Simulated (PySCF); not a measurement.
C2H2F3, SMILES FC[C](F)F (connectivity only; charge and spin as stated), charge +1, multiplicity 1. Geometry optimised at PBE-D3(BJ)/def2-SVP. The spin state was assumed, not searched. The isomer is the one that the SMILES or the coordinates give; other isomers of the formula were not compared. The values are those of a single conformer.

The numbers are results of PySCF with PBE-D3(BJ)/def2-SVP, not measurements.

Harmonic wavenumbers (cm⁻¹): 133, 223, 443, 470, 619, 862, 928, 1183, 1185, 1254, 1305, 1501, 1556, 2869, 2890. Rotational constants (GHz): 10.29, 3.831, 2.842; symmetry number 1.

Problem. Work out the zero-point energy and the ideal-gas rigid-rotor harmonic-oscillator thermochemistry at 298.15 K and 1 atm.

Solution. ZPE = ½ Σ hcν = ½ × 17421 cm⁻¹ = 24.90 kcal/mol. H − E(el) = 28.56 kcal/mol. Entropy in cal/(mol K): translation 39.16, rotation 25.46, vibration 7.26, total 71.89. G − E(el) = 7.12 kcal/mol. Cp = 17.26 cal/(mol K). Modes under 150 cm⁻¹ make the vibrational entropy uncertain.
